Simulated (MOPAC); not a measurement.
Input file for MOPAC: PM7 on CH5Al (SMILES [CH3][AlH2]), a point of a torsion scan.

```
PM7 1SCF PRECISE CHARGE=0 THREADS=1
CH5Al

C     -0.91425558 1    -0.05714497 1     0.00519181 1
Al     1.05817126 1     0.14143709 1    -0.08478692 1
H     -1.41099251 1     0.48641567 1    -0.80937678 1
H     -1.24513236 1    -1.10069568 1    -0.07100258 1
H     -1.34307204 1     0.32479169 1     0.94024640 1
H      1.77972639 1     0.96819927 1    -1.18139601 1
H      2.04739595 1    -0.50345802 1     0.91996620 1
```

Output:

```
*******************************************************************************
 **                                                                           **
 **                              MOPAC v23.2.5                                **
 **                                                                           **
 *******************************************************************************
 ** MOPAC's Digital Object Identifier: https://doi.org/10.5281/zenodo.6511958 **
 **                                                                           **
 ** Please cite the open-source release paper for use of this MOPAC version:  **
 ** J. E. Moussa and J. J. P. Stewart (2026)                                  **
 ** MOPAC: An open-source semiempirical molecular orbital program             **
 ** J. Open Source Softw., 11(119), 8025, https://doi.org/10.21105/joss.08025 **
 *******************************************************************************

                              PM7 CALCULATION RESULTS

 *******************************************************************************
 *  PM7        - The PM7 Hamiltonian to be used
 *
 *
 *
 *                 CHARGE ON SYSTEM = 0
 *
 *
 *
 *  PRECISE    - TIGHTER CRITERIA TO BE USED
 *  1SCF       - DO 1 SCF AND THEN STOP
 *  THREADS=1  - MULTI-THREADING NOT USED
 *  T=         - A TIME OF 172800.0 SECONDS REQUESTED
 *  DUMP=N     - RESTART FILE WRITTEN EVERY 7200.0 SECONDS REQUESTED
 *******************************************************************************
PM7 1SCF PRECISE CHARGE=0 THREADS=1
 CH5Al

   ATOM   CHEMICAL          X               Y               Z
  NUMBER   SYMBOL      (ANGSTROMS)     (ANGSTROMS)     (ANGSTROMS)

     1       C         -0.91425558  *  -0.05714497  *   0.00519181  *
     2      Al          1.05817126  *   0.14143709  *  -0.08478692  *
     3       H         -1.41099251  *   0.48641567  *  -0.80937678  *
     4       H         -1.24513236  *  -1.10069568  *  -0.07100258  *
     5       H         -1.34307204  *   0.32479169  *   0.94024640  *
     6       H          1.77972639  *   0.96819927  *  -1.18139601  *
     7       H          2.04739595  *  -0.50345802  *   0.91996620  *



          CARTESIAN COORDINATES

    NO.       ATOM           X           Y           Z

     1         C         -0.9143     -0.0571      0.0052
     2        Al          1.0582      0.1414     -0.0848
     3         H         -1.4110      0.4864     -0.8094
     4         H         -1.2451     -1.1007     -0.0710
     5         H         -1.3431      0.3248      0.9402
     6         H          1.7797      0.9682     -1.1814
     7         H          2.0474     -0.5035      0.9200

 General Reference for PM7:
 "Optimization of Parameters for Semiempirical Methods VI: More Modifications to the
 NDDO Approximations and Re-optimization of Parameters", J. J. P. Stewart, J. Mol. Mod., 1:32, 19 (2013)
 https://link.springer.com/article/10.1007/s00894-012-1667-x

           Empirical Formula: C H5 Al  =     7 atoms



      MOLECULAR POINT GROUP   :   Cs


      RHF CALCULATION, NO. OF DOUBLY OCCUPIED LEVELS = 6


 -------------------------------------------------------------------------------
 PM7 1SCF PRECISE CHARGE=0 THREADS=1
 CH5Al



     1SCF WAS SPECIFIED, SO BFGS WAS NOT USED
     SCF FIELD WAS ACHIEVED


                              PM7 CALCULATION
                                                       MOPAC v23.2.5 Linux




          FINAL HEAT OF FORMATION =         35.41962 KCAL/MOL =     148.19571 KJ/MOL


          COSMO AREA              =         94.76 SQUARE ANGSTROMS
          COSMO VOLUME            =         80.67 CUBIC ANGSTROMS

          IONIZATION POTENTIAL    =         11.309121 EV
          HOMO LUMO ENERGIES (EV) =        -11.309 -0.797
          NO. OF FILLED LEVELS    =          6
          MOLECULAR WEIGHT        =         44.0320         POINT GROUP:  Cs

          MOLECULAR DIMENSIONS (Angstroms)

            Atom       Atom       Distance
            H     7    H     3     3.99136
            H     6    H     5     3.46700
            H     4    H     5     1.69367


          SCF CALCULATIONS        =          1





   ATOM   CHEMICAL          X               Y               Z
  NUMBER   SYMBOL      (ANGSTROMS)     (ANGSTROMS)     (ANGSTROMS)

     1       C         -0.91425558  *  -0.05714497  *   0.00519181  *
     2      Al          1.05817126  *   0.14143709  *  -0.08478692  *
     3       H         -1.41099251  *   0.48641567  *  -0.80937678  *
     4       H         -1.24513236  *  -1.10069568  *  -0.07100258  *
     5       H         -1.34307204  *   0.32479169  *   0.94024640  *
     6       H          1.77972639  *   0.96819927  *  -1.18139601  *
     7       H          2.04739595  *  -0.50345802  *   0.91996620  *

                             CARTESIAN COORDINATES

   1    C       -0.914255580    -0.057144970     0.005191810
   2   Al        1.058171260     0.141437090    -0.084786920
   3    H       -1.410992510     0.486415670    -0.809376780
   4    H       -1.245132360    -1.100695680    -0.071002580
   5    H       -1.343072040     0.324791690     0.940246400
   6    H        1.779726390     0.968199270    -1.181396010
   7    H        2.047395950    -0.503458020     0.919966200


           Empirical Formula: C H5 Al  =     7 atoms



      MOLECULAR POINT GROUP   :   Cs


                  EIGENVALUES
 -24.85549 -14.61266 -14.10282 -13.33443 -12.54037 -11.30912  -0.79658   1.51760
   3.88308   4.05125   5.73192   6.01686   7.49110  16.14691  16.86715  17.06228
  19.76636  20.57303


              NET ATOMIC CHARGES AND DIPOLE CONTRIBUTIONS

  ATOM NO.   TYPE          CHARGE      No. of ELECS.   s-Pop       p-Pop       d-Pop
    1          C          -0.812210        4.8122     1.05450     3.75771
    2         Al           0.569410        2.4306     0.37995     1.33459     0.71605
    3          H           0.196751        0.8032     0.80325
    4          H           0.194105        0.8059     0.80589
    5          H           0.194092        0.8059     0.80591
    6          H          -0.172010        1.1720     1.17201
    7          H          -0.170139        1.1701     1.17014
 DIPOLE           X         Y         Z       TOTAL
 POINT-CHG.    -0.429    -0.042     0.018     0.432
 HYBRID        -1.885    -0.193     0.090     1.897
 SUM           -2.314    -0.235     0.107     2.328


          ATOMIC ORBITAL ELECTRON POPULATIONS

     Atom    s        px        py        pz      x^2-y^2     xz        z^2       yz        xy
    1  C   1.05450   1.44975   1.15426   1.15370
    2 Al   0.37995   0.60724   0.26292   0.46443   0.14214   0.21720   0.05153   0.17023   0.13496
    3  H   0.80325
    4  H   0.80589
    5  H   0.80591
    6  H   1.17201
    7  H   1.17014

 **********************
 *                    *
 * JOB ENDED NORMALLY *
 *                    *
 **********************




 == MOPAC DONE ==
```

The run finished.

Cost: about 0.04 core-seconds (a rough figure).
